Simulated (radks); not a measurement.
Problem. The table gives one normalised radial function P(r) = r R(r) (large component) of F2+ in [He] 2s2 2p3 (r in bohr). Calculated with a radial shooting solver on a logarithmic mesh with Libxc functionals: Dirac Kohn-Sham, Wu-Cohen GGA, spin-unpolarised, spherical densities, finite nucleus; open shells are shared between the two j in proportion to 2j + 1; Fermi nuclear charge, rms radius 2.8976 fm.

r,P
0.006176,0.3038
0.006798,0.3325
0.007543,0.3664
0.00837,0.4034
0.009213,0.4406
0.01022,0.4844
0.01134,0.5319
0.01249,0.5794
0.01385,0.6349
0.01537,0.6948
0.01706,0.7592
0.01878,0.8227
0.02083,0.8959
0.02312,0.9737
0.02545,1.0494
0.02824,1.1354
0.03133,1.2251
0.03449,1.3108
0.03827,1.4058
0.04246,1.5022
0.04674,1.5913
0.05186,1.6866
0.05755,1.7788
0.06335,1.8595
0.07029,1.9399
0.07799,2.0105
0.08585,2.0647
0.09526,2.1088
0.1057,2.1351
0.1164,2.1412
0.1291,2.1260
0.1433,2.0864
0.159,2.0214
0.175,1.9386
0.1942,1.8252
0.2154,1.6891
0.2371,1.5464
0.2631,1.3777
0.292,1.1996
0.3214,1.0326
0.3566,0.8549
0.3957,0.6868
0.4356,0.5450
0.4833,0.4096
0.5363,0.2958
0.5903,0.2106
0.655,0.1391
0.7268,0.0871
0.8,0.0537
0.8877,0.0298
0.985,0.0154
1.084,0.0078
1.203,0.0035
1.335,0.0014
1.481,0.0005
1.63,0.0002
1.809,0.0001
2.007,0.0000
2.21,0.0000
2.452,0.0000
2.721,0.0000
2.995,0.0000
3.323,0.0000

Which n and l does it have? It may be an empty orbital.

Solution. n = 1, l = 0: the number of nodes gives n - l - 1 = 0, the rise at small r points to l (this Dirac orbital starts outside the nucleus as r^gamma with gamma = sqrt((l + 1)^2 - (Z/c)^2) = 1.00; the j = 1/2 orbital of l + 1 starts with the same power, but with a smaller coefficient, and then steepens), and the extent must fit the shell. The curve is that of 1s1/2. 1s1/2: eigenvalue -709.29 eV, 0 radial nodes, <r> = 0.176 bohr, 90 % of the charge inside 0.316 bohr.
